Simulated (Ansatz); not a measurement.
A made-up structure of ZnBHF, doublet:

```
4
angstrom
B 0.7450 0.9011 -0.1562
Zn -0.5350 -0.6136 -0.0878
F -1.6784 -1.9426 -0.1668
H -2.2517 -2.4166 0.3573
```

It is relaxed with PBE-D4/def2-SVP and then PBE0-D4/def2-TZVP (Ansatz 0.2.0). Atoms count as bonded within 1.22 times the sum of their covalent radii (H–H: 0.88 Å). The end point is not checked to be a true minimum.

(1) Does its bonding change? (Judge from chemistry; the calculation decides.)

Answers

(1) Computed: Yes. Formed: none; broken: Zn2–F3.

Where it ends: The first stage lowers the energy by 1.46 eV in 37 steps. It ends as a complex of ZnB + HF:
```xyz
4
angstrom
B -0.3329 0.1705 0.5158
Zn 0.4339 -0.6886 -1.4424
F -2.1692 -2.1641 0.3483
H -1.6518 -1.3895 0.5248
```

For scale, one of the runs: PBE0-D4/def2-TZVP relaxation, 116 basis functions, launched by `ansatz run in.yaml --threads 2 --pin off --events-out ev --progress --plain --max-ram 4352MiB`. Hardware: 2 CPU threads of an Arm Neoverse V2, shared host. Wall time about 80 s.
